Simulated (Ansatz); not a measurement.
System: AlH$_{2}$, charge 1, singlet. AlH2+ (SMILES [AlH2+]).
B3LYP-D3(BJ)/def2-TZVP minimum from Ansatz (a quantum-chemistry and plane-wave program):
```
Al
H 1 1.5491
H 1 1.5491 2 180.00
```
Charge +1, spin multiplicity 1.

Total energies in cc-pV(5+d)Z, 4 correlated electrons, 5 frozen orbitals. Radicals and triplets start from unrestricted determinants; spin-orbit coupling is neglected. Cores are frozen in correlated methods. No relativity. The spin of H2Al+ ([AlH2+], singlet) was assumed, and the state is the lowest solution found for it.

```
method    program  energy (Eh)  minus CCSDT(Q) (mEh)
--------  -------  -----------  --------------------
HF         Ansatz   -242.79243                 82.40
MP2        Ansatz   -242.85871                 16.12
CCSD       Ansatz   -242.87382                  1.00
CCSD(T)    Ansatz   -242.87460                  0.23
CCSDT(Q)   Ansatz   -242.87483                  0.00
```
